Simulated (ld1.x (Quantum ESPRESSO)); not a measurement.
**Reading a pseudo-wave (calcium (Ca))**

Columns: radius, all-electron u(r) and pseudo u(r) of the 3s shell (level -47.12 eV) of calcium in the configuration [Ne] 3s2 3p6 3d0 4s2 4p0; PW91, scalar-relativistic, PAW scheme, ld1.x (Quantum ESPRESSO) 7.5.

| r (bohr) | all-electron | pseudo |
| --- | --- | --- |
| 0.188 | -0.4478 | 0.2277 |
| 0.375 | -0.2745 | 0.4334 |
| 0.562 | 0.3985 | 0.6005 |
| 0.750 | 0.8586 | 0.7167 |
| 0.938 | 1.0277 | 0.7749 |
| 1.125 | 1.0015 | 0.7768 |
| 1.312 | 0.8798 | 0.7304 |
| 1.500 | 0.7267 | 0.6481 |
| 1.688 | 0.5772 | 0.5454 |
| 1.875 | 0.4471 | 0.4384 |
| 2.062 | 0.3400 | 0.3390 |
| 2.250 | 0.2548 | 0.2548 |
| 2.438 | 0.1890 | 0.1890 |
| 2.625 | 0.1395 | 0.1395 |
| 2.812 | 0.1024 | 0.1024 |
| 3.000 | 0.0748 | 0.0748 |
| 3.188 | 0.0545 | 0.0545 |
| 3.375 | 0.0396 | 0.0396 |
| 3.562 | 0.0287 | 0.0287 |
| 3.750 | 0.0208 | 0.0208 |
| 3.938 | 0.0150 | 0.0150 |
| 4.125 | 0.0108 | 0.0108 |
| 4.312 | 0.0078 | 0.0078 |
| 4.500 | 0.0056 | 0.0056 |
| 4.688 | 0.0040 | 0.0040 |
| 4.875 | 0.0029 | 0.0029 |

(1) How many radial nodes do the two functions have?

(2) At about which radius was the pseudo-wave matched?

(3) Where does each function peak?

(4) Is the pseudo-wave norm-conserving?

Answers

(1) The all-electron 3s function has n − l − 1 = 2 (the table is too coarse to show those close to the nucleus); the pseudo-wave has 0, since the states of the same l below it are removed with the core.

(2) 2.40 bohr, where the columns begin to agree (steps of 0.19 bohr).

(3) Outermost all-electron maximum near 0.94 bohr, pseudo maximum near 1.12 bohr (to the table’s step).

(4) No, it belongs to a PAW set: the norm inside the radius is not constrained, and the difference is carried by the augmentation charge.
